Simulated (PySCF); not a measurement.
Species: C₃H₈FNSi.
Z-matrix (Å and degrees, GFN2-xTB geometry), rows numbered from 1:
```
C 
C   1  1.3243
C   2  1.4971  1  119.79
F   3  1.3775  2  111.59  1  -147.37
Si  2  1.8934  1  125.02  3   177.87
N   5  1.7244  2  106.07  1    -5.69
H   1  1.0812  2  122.49  3     1.74
H   1  1.0758  2  121.41  3  -176.96
H   3  1.0978  2  110.15  1    95.29
H   3  1.0958  2  112.74  1   -27.35
H   5  1.4642  2  110.02  1  -118.72
H   5  1.4689  2  108.60  1   119.59
H   6  1.0073  5  118.81  2    55.18
H   6  1.0064  5  117.59  2  -169.26
```

Method: TDDFT PBE0/def2-SVPD, vertical, gas phase, core orbitals frozen in the response (PySCF).

Kohn–Sham orbitals with the atoms that hold most of them (Löwdin shares over 4%, at most four atoms; ? is withheld):

| orbital | ε (eV) | atoms |
| --- | --- | --- |
| LUMO+2 | 0.95 | C3 26%, Si5 12%, H10 11%, H9 10% |
| LUMO+1 | 0.29 | Si5 30%, N6 12%, H14 12%, H13 12% |
| LUMO | -0.45 | C1 34%, C2 31%, Si5 7%, H7 6% |
| HOMO | ? | ? |
| HOMO-1 | -7.81 | ? |
| HOMO-2 | -8.83 | C2 26%, Si5 17%, C3 12%, C1 11% |
| HOMO-3 | -9.82 | Si5 25%, H11 18%, F4 15%, N6 10% |

(1) Which atoms hold the HOMO, and with what shares?

(2) Give the leading atoms of the HOMO-1.

(3) What is the HOMO energy, and the HOMO–LUMO gap?

## Answers

(1) N6 (bonded to Si and 2 H) 60%; Si5 (bonded to C, N and 2 H) 13%; H12 (bonded to Si) 9%; H14 (bonded to N) 6%. By element: nitrogen 60%, hydrogen 14% or more, silicon 13%.

(2) C1 (bonded to C and 2 H) 35%; C2 (bonded to 2 C and Si) 32%; C3 (bonded to C, F and 2 H) 7%; Si5 (bonded to C, N and 2 H) 6%. By element: carbon 74%, silicon 6%.

(3) ε(HOMO) = -7.46 eV; the gap is 7.01 eV (0.2578 hartree).

How does S1 compare with the orbital gap of 7.01 eV?

S1 is at 5.86 eV (f = 0.0029), 1.16 eV below the gap, made of HOMO→LUMO (98%). 

Give energy, strength and leading configuration of S1, S2, S3 and S5, and follow the Löwdin shares of the leading atoms from the occupied to the empty orbital.

- S1 (5.86 eV, f 0.0029), HOMO→LUMO (98%): N6 60% → at most 7%, Si5 13% → 7%, C1 at most 6% → 34%, C2 at most 6% → 31%
- S2 (6.34 eV, f 0.012), HOMO→LUMO+1 (97%): N6 60% → 12%, Si5 13% → 30%
- S3 (6.72 eV, f 0.032), HOMO-2→LUMO (83%): C2 26% → 31%, Si5 17% → 7%, C1 11% → 34%
- S5 (7.01 eV, f 0.046), HOMO-1→LUMO+1 (83%): C1 35% → at most 12%, C2 32% → at most 12%, Si5 6% → 30%, N6 at most 6% → 12%

One conformer stands for the species.
